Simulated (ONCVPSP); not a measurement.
**lutetium: one change to an ONCV potential, before and after**

ONCVPSP 4.0.1 input, shortened (lines: element, Z, core and valence counts, functional; n l f; lmax; l rc ep ncon nbas qcut; lloc lpopt rc5 dvloc0; l nproj debl; icmod fcfact rcfact), PBEsol, non-relativistic:

```
  Lu 71.00    9    5  -116133      upf
    1    0    2.00
    2    0    2.00
    2    1    6.00
    3    0    2.00
    3    1    6.00
    3    2   10.00
    4    0    2.00
    4    1    6.00
    4    2   10.00
    4    3   14.00
    5    0    2.00
    5    1    6.00
    5    2    1.00
    6    0    1.75
    3
    0    2.15    0.00    4    8    5.10
    1    1.60    0.00    3    7    5.30
    2    3.10    0.00    4    8    5.90
    3    1.15    0.00    5   10   12.60
    3    5    1.15    0.00
    0    2    2.30
    1    3    4.00
    2    1    3.20
    3    0    0.80
    1    0.35    0.00
```

All-electron outer shells of the reference configuration (PBEsol, non-relativistic, ld1.x):

```tsv
shell	level (eV)	outermost node (bohr)	outermost maximum (bohr)
4d	-195.09	0.23	0.48
5s	-52.34	0.61	1.13
5p	-31.64	0.63	1.24
4f	-16.77	–	0.46
6s	-5.35	1.55	3.32
5d	-4.06	0.69	1.78
```

Change: d: ncon 3, nbas 7.

Cutoffs: the cutoffs (Ha) at which the residual kinetic energy of the hardest occupied pseudo-wave falls to 1 and 0.1 mHa per electron; they do not see the model core or the augmentation charge, which bear on the density cutoff. Errors are all-electron minus pseudo energies relative to the spin-unpolarised reference configuration.

**Question.** Predict the effect on cutoff, ghosts and configuration errors.

**Answer.** The potential gets neither clearly harder nor softer (280 Ha and 327 Ha → 280 Ha and 327 Ha); both files keep a bound ghost (s); the errors of the 4 common tests hardly move.

```csv
quantity,base,changed
"cutoff, loose",280 Ha,280 Ha
"cutoff, tight",327 Ha,327 Ha
loose cutoff by channel,"s 9.2 Ha, p 13 Ha, d 9.3 Ha, f 280 Ha","s 9.2 Ha, p 13 Ha, d 9.2 Ha, f 280 Ha"
bound ghosts,s,s
GHOST(+) flags under 300 eV,"p at 85.7 eV, d at 215.1 eV","p at 85.7 eV, d at 225.2 eV"
"error for 4f14 5s2 5p6 5d1 6s2, meV [ΔE -1.18 eV]",0.0,0.0
"error for 4f14 5s2 5p6 5d1 6s1, meV [ΔE 5.47 eV]",-0.2,-0.2
"error for 4f14 5s2 5p6 5d1 6s0, meV [ΔE 17.50 eV]",-2.7,-2.9
"error for 4f13 5s2 5p6 5d2 6s1, meV [ΔE 21.80 eV]",-117,-129
s: phases at 2.19 bohr within 0.05 rad from the reference energy up to (Ha; the scan ends near 5),3.6,3.6
p: phases at 1.62 bohr within 0.05 rad from the reference energy up to (Ha; the scan ends near 5),to the end of the scan,to the end of the scan
d: phases at 3.15 bohr within 0.05 rad from the reference energy up to (Ha; the scan ends near 5),0.7,0.7
f: phases at 1.17 bohr within 0.05 rad from the reference energy up to (Ha; the scan ends near 5),0.3,0.3
"rms error of d²Exc/dni dnj with the model core, mHa",1.95,1.95
```

 A true bound ghost makes a file unfit for plane-wave use even where its test errors are small: the radial tests pick states by their node count and pass the ghost by.
